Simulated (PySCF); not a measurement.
Molecule: `O=C(N)[C@@H]1C=CCO1`, C₅H₇NO₂.

Geometry (Å), atoms numbered from 1 in this order:
```xyz
15

N     2.1649    0.5175    0.0813
C     1.4616   -0.1268   -0.8639
O     1.7682   -0.1839   -2.0319
C     0.1830   -0.7966   -0.3169
C    -1.0348   -0.2318   -0.9846
C    -1.8095    0.3381   -0.0795
C    -1.1988    0.1846    1.2789
O    -0.0049   -0.5611    1.0739
H     1.8592    0.4544    1.0388
H     3.0412    0.9526   -0.1507
H     0.2866   -1.8769   -0.4960
H    -1.1670   -0.2952   -2.0466
H    -2.7451    0.8417   -0.2281
H    -1.8499   -0.3658    1.9706
H    -0.9590    1.1572    1.7328
```

Frames of a GFN2-xTB Langevin trajectory at 300 K; GIAO PBE0/pcSseg-1 shieldings in PySCF, gas phase, non-relativistic; equivalent atoms averaged within each frame.

References, each an isolated molecule treated in the same way: $^{15}$N (267.73 ppm) against NH3; $^{13}$C (186.93 ppm), $^{1}$H (31.72 ppm) against TMS; $^{17}$O (336.08 ppm) vs H2O. The references are static minima.

Task: How do the shifts (ppm) fluctuate along the trajectory?

Result: 
```
         time (fs)     N1     C2     C5     C6    C4    C7     O3    O8   H13   H10
               250  119.5  174.6  146.1  134.2  94.2  82.8  404.3  53.6  6.19  5.95
               425  115.5  181.0  139.7  133.0  84.2  84.3  428.4  42.8  6.08  4.55
               625  120.1  175.7  141.8  132.2  94.6  86.1  396.9  65.1  6.71  4.93
               800  109.7  179.4  138.0  136.6  89.2  81.4  434.7  66.4  6.22  5.56
              1000   97.2  178.7  133.5  132.1  96.6  85.3  442.2  68.4  6.48  4.28
    mean of frames  112.4  177.9  139.8  133.6  91.8  84.0  421.3  59.3  6.33  5.06
standard deviation    9.5    2.6    4.7    1.8   5.0   1.9   19.7  10.9  0.26  0.69
```

5 frames give an uncertainty of the mean of about the standard deviation over 2.2 at best, since frames this close in time may not be independent; classical motion lacks zero-point vibration, and the reference would need the same averaging.
